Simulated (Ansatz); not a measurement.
Reaction (redistribution): `N[SiH2]C[SeH]` + `[SiH3]C[SiH2]Cl` → `[SiH3]C[SiH2][SeH]` + `N[SiH2]CCl`

Calculated with Ansatz (gas phase, PBE0-D4/def2-TZVP geometries, no zero-point term in ΔE). CBS: MP2 limit from def2 TZ/QZ plus the TZ coupled-cluster correction, frozen cores. DFT in def2-TZVPP. For Se outer-core shells are correlated without core-valence functions, which leaves a few kJ/mol of doubt a bond. Scalar relativity is left out up to krypton. One conformer a species, not always the lowest.

| level | ΔE (kJ/mol) | difference from CCSD(T)/CBS |
| --- | --- | --- |
| PBE-D4 | 57.8 | -5.8 |
| r2SCAN-D4 | 63.5 | -0.1 |
| ωB97M-V | 64.0 | 0.4 |
| B2PLYP | 66.1 | 2.5 |
| PBE | 58.8 | -4.8 |
| CCSD/def2-TZVPP | 67.7 | 4.1 |
| CCSD(T)/def2-TZVPP | 67.0 | 3.4 |
| SCS-MP2/def2-QZVPP | 68.0 | 4.4 |
| MP2/CBS(def2) | 66.9 | 3.3 |
| CCSD/CBS(def2) | 64.2 | 0.6 |
| CCSD(T)/CBS | 63.6 | 0 |

Largest T1 diagnostic among the species: 0.010.
